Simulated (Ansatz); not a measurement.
`I[Si](I)(I)I` + `[SiH3]Cl` → `I[SiH](I)I` + `Cl[SiH2]I` at 700 K and 1 bar (redistribution).

Calculated with Ansatz (gas phase, PBE0-D4/def2-TZVP geometries, no zero-point term in ΔE). CCSD(T)/CBS is the MP2 limit (def2-TZVPP, def2-QZVPP) plus CCSD(T) − MP2 in def2-TZVPP, frozen cores. This one scheme is used for every species. def2 core potentials past Kr. For I outer-core shells are correlated without core-valence functions, which leaves a few kJ/mol of doubt a bond.

| species | CCSD(T)/CBS energy (Eh) | H − E (kJ/mol) | S (J/(mol·K)) |
| --- | --- | --- | --- |
| `I[Si](I)(I)I` | -1479.00632 | 76.8 | 503.5 |
| `[SiH3]Cl` | -750.69636 | 107.0 | 306.3 |
| `I[SiH](I)I` | -1182.12069 | 86.6 | 454.0 |
| `Cl[SiH2]I` | -1047.58245 | 97.2 | 378.9 |

H − E and S are ideal-gas, rigid-rotor, harmonic terms from PBE0-D4/def2-TZVP. 1 Eh = 2625.50 kJ/mol, R = 8.31446 J/(mol·K).

**Question.** By hand: ΔE, ΔH, ΔS and ΔG.

**Answer.** ΔE = (-1182.12069) + (-1047.58245) − (-1479.00632) − (-750.69636) = -0.00046 Eh = -1.2 kJ/mol. Δ(H − E) = 86.6 + 97.2 − 76.8 − 107.0 = 0.0, so ΔH = -1.2 kJ/mol. ΔS = 454.0 + 378.9 − 503.5 − 306.3 = 23.1 J/(mol·K). ΔG = -1.2 − 700 × (23.1)/1000 = -17.4 kJ/mol.

**Question.** By hand: the equilibrium constant, and the temperature at which ΔG would vanish if ΔH and ΔS stayed fixed.

**Answer.** log₁₀ K = −ΔG/(RT ln 10) = 1.3. ΔH and −TΔS have one sign here, so there is no such temperature.

TΔS isn't small against ΔH here. A doubt of 5 kJ/mol in ΔE shifts log₁₀ K by 0.4 here. Modes under 60 cm⁻¹, often nearly free rotors, make the harmonic entropy too high. These are equilibria of isolated gas molecules and say nothing of rates. Largest T1 diagnostic: 0.009 (customary marks: 0.02 for closed shells, 0.045 for open ones).
